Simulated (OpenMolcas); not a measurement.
3d³ along the 21-electron sequence

| Property | Result |
| --- | --- |
| Program | OpenMolcas 26.06 |
| Method | MS-RASPT2, IPEA 0.25 Eh, imaginary shift 0.1 Eh |
| Basis | ANO-RCC-VQZP |
| Scalar Hamiltonian | DKH2, point nucleus |
| Spin-orbit coupling | RASSI with atomic mean-field integrals over the reference wave functions, term energies averaged over their components |

Active space for each ion: 9 electrons in 8 orbitals (RAS1 3p, at most 2 holes; RAS2 3d); closed shells correlated by CASPT2: 3s.

Computed levels in cm-1 above ⁴F_3/2:

```
                               Level   Mn4+   Fe5+   Co6+   Ni7+
                              ⁴F_5/2    374    533    744    965
                              ⁴F_7/2    881   1250   1735   2240
                              ⁴F_9/2   1505   2130   2930   3760
                              ⁴P_1/2  17210  19480  21760  24160
                              ⁴P_3/2  17350  19660  21980  24400
                              ⁴P_5/2  17810  20330  22950  25700
                              ²G_7/2  18240  20980  23670  26500
                              ²G_9/2  18760  21700  24640  27700
                              ²P_3/2  23520  26890  30100  33440
weight of ⁴F in the lowest level (%)    100    100    100    100
```

Mixed levels, with the weight of the term that names them: Mn4+ ²P_3/2 (72 %), Fe5+ ²P_3/2 (66 %), Co6+ ²P_3/2 (59 %), Ni7+ ²P_3/2 (55 %).

Measured, with the error of the calculation in %. Measured levels: Mn4+ from Corliss and Sugar, J. Phys. Chem. Ref. Data 6, 1253 (1977); Fe5+ from Corliss and Sugar, J. Phys. Chem. Ref. Data 11, 135 (1982); Co6+ from Sugar and Corliss, J. Phys. Chem. Ref. Data 10, 1097 (1981); Ni7+ from Corliss and Sugar, J. Phys. Chem. Ref. Data 10, 197 (1981).

```json
{"Level": "⁴F_5/2", "Mn4+": "359 (+4.2)", "Fe5+": "511 (+4.3)", "Co6+": "698 (+6.6)", "Ni7+": "1012 (-4.6)"}
{"Level": "⁴F_7/2", "Mn4+": "835 (+5.5)", "Fe5+": "1188 (+5.2)", "Co6+": "1610 (+7.7)", "Ni7+": "2184 (+2.6)"}
{"Level": "⁴F_9/2", "Mn4+": "1412 (+6.6)", "Fe5+": "2001 (+6.2)", "Co6+": "2723 (+7.6)", "Ni7+": "3721 (+1.1)"}
{"Level": "⁴P_1/2", "Mn4+": "16434 (+4.7)", "Fe5+": "18738 (+3.9)", "Co6+": "21096 (+3.2)", "Ni7+": "23261 (+3.9)"}
{"Level": "⁴P_3/2", "Mn4+": "16595 (+4.6)", "Fe5+": "18942 (+3.8)", "Co6+": "21304 (+3.2)", "Ni7+": "23710 (+2.9)"}
{"Level": "⁴P_5/2", "Mn4+": "17049 (+4.5)", "Fe5+": "19611 (+3.7)", "Co6+": "22187 (+3.5)", "Ni7+": "24669 (+4.2)"}
{"Level": "²G_7/2", "Mn4+": "17892 (+1.9)", "Fe5+": "20616 (+1.7)", "Co6+": "", "Ni7+": ""}
{"Level": "²G_9/2", "Mn4+": "18399 (+2.0)", "Fe5+": "21315 (+1.8)", "Co6+": "", "Ni7+": ""}
{"Level": "²P_3/2", "Mn4+": "22919 (+2.6)", "Fe5+": "26215 (+2.6)", "Co6+": "", "Ni7+": ""}
```

The fine-structure level ⁴F_9/2 changes by a factor of 2.5 from Mn4+ to Ni7+. Its fourth root runs 6.23, 6.79, 7.36, 7.83, with steps per unit of Z of 0.57, 0.56, 0.47; equal steps would mean a (Z - σ)^4 law with constant σ.

⁴P_1/2 changes by a factor of 1.4 over the same range, with steps per unit of Z of +2270, +2280, +2400 cm-1.

CASPT2 breaks the degeneracy within a term, and the mean is taken; among the terms shown or strongly mixed into the levels shown the widest spread is 1400 cm-1 (3d³ ⁴F, Fe5+). Active for correlation alone: 3p; no level in the range computed is led by a configuration that opens it, so any true level of that kind is missing. Measured partners are found by configuration, term and J. A level has none where our copy of the source lacks it or the pairing is in doubt (some pairs that miss far off the trend of their configuration count as doubtful), and it then counts in no deviation. Levels of configurations outside the active space are missing.
